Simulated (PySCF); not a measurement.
Constitutional and geometric isomers with formula H6Si4. Gas-phase values, no solvent. One relaxed conformer stands for each flexible species; it need not be the lowest. Strings in code marks are SMILES.

The HOMO from two functionals at the same geometries (PBE0-D3(BJ)/def2-TZVP), both in PySCF: PBE-D3(BJ)/def2-TZVP and PBE0-D3(BJ)/def2-TZVP. 

```json
[
 {"species": "`[SiH3][SiH]1[SiH]=[SiH]1`", "PBE-D3(BJ)/def2-TZVP (eV)": "-5.27", "PBE0-D3(BJ)/def2-TZVP (eV)": "-6.07"},
 {"species": "`[SiH]1=[SiH][SiH2][SiH2]1`", "PBE-D3(BJ)/def2-TZVP (eV)": "-5.37", "PBE0-D3(BJ)/def2-TZVP (eV)": "-6.15"},
 {"species": "`[SiH3][Si]1=[SiH][SiH2]1`", "PBE-D3(BJ)/def2-TZVP (eV)": "-5.31", "PBE0-D3(BJ)/def2-TZVP (eV)": "-6.11"},
 {"species": "`[SiH2]=[SiH][SiH]=[SiH2]` (Si–Si–Si–Si torsion 64°)", "PBE-D3(BJ)/def2-TZVP (eV)": "-5.00", "PBE0-D3(BJ)/def2-TZVP (eV)": "-5.70"}
]
```

Over these rows, drawn at random from the members with no instability flagged (it was tested for open shells, ions and some series alone), PBE minus PBE0-D3(BJ): mean +0.77 eV, from +0.70 eV to +0.80 eV.
